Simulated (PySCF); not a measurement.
Numbering as in the mapped SMILES `[CH3:1][C@@H:2]1[CH2:3][O:4][CH2:5][C@H:6]([CH:7]([F:8])[F:9])[C:10]1=[O:11]` (H(Xn): hydrogen on atom n). Ha(C3), Ha(C5) are cis to C1 on the ring; Hb(C3), Hb(C5) are trans to C1 on the ring.

Equivalent nuclei averaged, a single conformation, no relativistic terms, isolated molecule. Geometry from PBE0-D3(BJ)/def2-SVP; NMR shieldings at PBE0/pcSseg-1/GIAO; PySCF 2.14.

Referencing at the same level of theory: TMS for 13C (σ = 184.41 ppm) and 1H (σ = 31.27 ppm); H2O for 17O (σ = 334.56 ppm); 19F (σ = 177.25 ppm) against CFCl3.

| atoms | nucleus | count | Hirshfeld charge | δ (ppm) |
| --- | --- | --- | --- | --- |
| Ha(C5) | 1H | 1 | 0.03 | 3.60 |
| C1 | 13C | 1 | -0.12 | 10.3 |
| H(C1) | 1H | 3 | 0.04 | ? |
| O11 | 17O | 1 | -0.21 | 649.4 |
| C7 | 13C | 1 | 0.15 | ? |
| C2 | 13C | 1 | -0.04 | 47.1 |
| O4 | 17O | 1 | -0.14 | ? |
| H(C7) | 1H | 1 | 0.05 | ? |
| F9 | 19F | 1 | -0.10 | ? |
| C3 | 13C | 1 | 0.01 | 75.8 |
| Hb(C5) | 1H | 1 | 0.05 | ? |
| F8 | 19F | 1 | -0.10 | -144.9 |
| Ha(C3) | 1H | 1 | 0.04 | 3.04 |
| C6 | 13C | 1 | -0.07 | 54.6 |
| H(C6) | 1H | 1 | 0.05 | 2.44 |
| Hb(C3) | 1H | 1 | 0.05 | 4.08 |
| H(C2) | 1H | 1 | 0.05 | 2.16 |
| C5 | 13C | 1 | 0.00 | 67.2 |
| C10 | 13C | 1 | 0.17 | 210.9 |

Question: Complete the table.

Answer: 
- C7: 117.3 ppm, sp3 CH bonded to 2 F; 2 electronegative neighbours deshield it
- H(C7): 6.44 ppm, hydrogen on an sp3 CH bonded to 2 F; its carbon carries F, an electronegative neighbour
- Hb(C5): 4.40 ppm, hydrogen on an sp3 CH2 bonded to O; its carbon carries O, which withdraws density
- H(C1): 0.93 ppm, hydrogen on a methyl carbon
- O4: 42.3 ppm, ether oxygen
- F9: -151.5 ppm, fluorine of a CF2 group

Shifts are as computed. Against solution values, carbons near 30 ppm lie about +2 ppm off and those near 130 ppm about +5 ppm. Of 1309 compounds with measured shifts, 239 miss one by over three times the rms of a fit or turn the order of signals round; such compounds aren't used in these exercises. Unscaled 19F shifts against computed CFCl3 carry errors that often reach 10 to 50 ppm. Unscaled 17O shifts of doubly bonded oxygen tend to come out too high, by tens of ppm or more. Experimental scales use liquid or dissolved standards, which lie at an offset from isolated H2O (liquid H2O: subtract about 36 ppm).
